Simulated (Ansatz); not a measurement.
AlH$_{5}$NOSi, SMILES `[NH2][Al][O][SiH3]` radical, relaxed with UKS PBE0-D4/def2-TZVP in the Gaussian-basis code of Ansatz from a PBE-D4/def2-SVP geometry. The force threshold is 0.005 eV/Å; the program also tests the step.

The species carries charge 0 and has multiplicity 2.

Start:

```xyz
9

N    -1.782    1.761   -0.816
Al   -0.114    1.475   -0.243
O     0.339   -0.156    0.104
Si    1.321   -1.395    0.617
H    -2.173    2.678   -1.040
H    -2.481    1.025   -0.961
H     0.477   -2.539    1.114
H     2.228   -0.952    1.738
H     2.185   -1.896   -0.512
```

```
         step  energy (eV)  largest force (eV/Å)  largest move (Å)
            1  -18087.1363                 0.667             0.000
            2  -18087.1881                 0.438             0.040
            3  -18087.2013                 0.038             0.025
            4  -18087.2015                 0.024             0.005
            5  -18087.2023                 0.023             0.036
            6  -18087.2025                 0.098             0.099
            7  -18087.2030                 0.045             0.029
            8  -18087.2032                 0.015             0.022
            9  -18087.2034                 0.024             0.029
           10  -18087.2035                 0.021             0.008
           11  -18087.2036                 0.026             0.022
           13  -18087.2036                 0.015             0.002
           15  -18087.2037                 0.014             0.015
           17  -18087.2037                 0.024             0.002
           19  -18087.2038                 0.010             0.007
           21  -18087.2038                 0.037             0.033
           23  -18087.2039                 0.022             0.026
           25  -18087.2040                 0.040             0.008
           27  -18087.2041                 0.008             0.013
29 (rejected)  -18087.2041                 0.056             0.059
           31  -18087.2042                 0.029             0.035
           33  -18087.2042                 0.009             0.002
           35  -18087.2042                 0.006             0.001
           37  -18087.2042                 0.011             0.015
           39  -18087.2042                 0.009             0.011
           41  -18087.2042                 0.004             0.009
           42  -18087.2042                 0.003             0.007
```

End:

```xyz
9

N    -1.732    1.708   -0.845
Al   -0.286    1.479    0.146
O     0.362   -0.081    0.242
Si    1.293   -1.359    0.610
H    -2.204    2.588   -0.976
H    -2.195    0.972   -1.356
H     0.479   -2.405    1.286
H     2.404   -0.964    1.519
H     1.880   -1.938   -0.628
```

Hardware: 4 threads of an Arm Neoverse V2 on a shared host. Wall time 100 s, peak host memory 0.47 GiB.
